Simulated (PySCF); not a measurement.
C3H7S, SMILES [CH2]SCC, multiplicity 2. Atoms are numbered in the order given.

```xyz
11

C      1.6205    -0.3952     0.4453
S      0.5595     0.0571    -0.8190
C     -0.8719     0.6815     0.1078
C     -1.6555    -0.3975     0.8300
H      2.5362    -0.9141     0.1589
H      1.5280     0.0481     1.4398
H     -0.5118     1.4578     0.8026
H     -1.4903     1.1892    -0.6484
H     -1.0243    -0.9172     1.5661
H     -2.5141     0.0405     1.3635
H     -2.0346    -1.1497     0.1225
```
Charge 0, spin multiplicity 2.

Geometry: PBE0-D3(BJ)/def2-SVP. The isomer is the one that the SMILES or the coordinates give; other isomers of the formula were not compared. Other conformers were not sampled.

Calculation: PBE/pcH-1 (PySCF).

Unrestricted Kohn–Sham, ⟨S²⟩ = 0.753. Hyperfine tensors hold the contact and dipolar terms, without spin-orbit corrections.

Estimate the hyperfine couplings. (An estimate is asked for; the answer gives what the named calculation found.)


| nucleus | A(iso) (MHz) | A(iso) (G) | dipolar principal values (MHz) |
|---|---|---|---|
| 13C no. 1 | 77.8 | 27.8 | -66.3, -65.3, 131.6 |
| 33S no. 2 | 2.4 | 0.9 | -27.1, -23.3, 50.4 |
| 13C no. 3 | 0.9 | 0.3 | -1.2, -0.6, 1.9 |
| 13C no. 4 | 6.4 | 2.3 | -1.9, -0.8, 2.7 |
| 1H no. 5 | -48.2 | -17.2 | -30.0, -1.1, 31.1 |
| 1H no. 6 | -38.9 | -13.9 | -29.9, -0.5, 30.5 |
| 1H no. 7 | 8.9 | 3.2 | -2.9, -2.0, 4.9 |
| 1H no. 8 | -1.4 | -0.5 | -2.7, -1.8, 4.5 |
| 1H no. 9 | -0.5 | -0.2 | -3.7, -1.9, 5.6 |
| 1H no. 10 | 1.0 | 0.4 | -1.5, -0.9, 2.5 |
| 1H no. 11 | 0.2 | 0.1 | -1.9, -1.2, 3.1 |
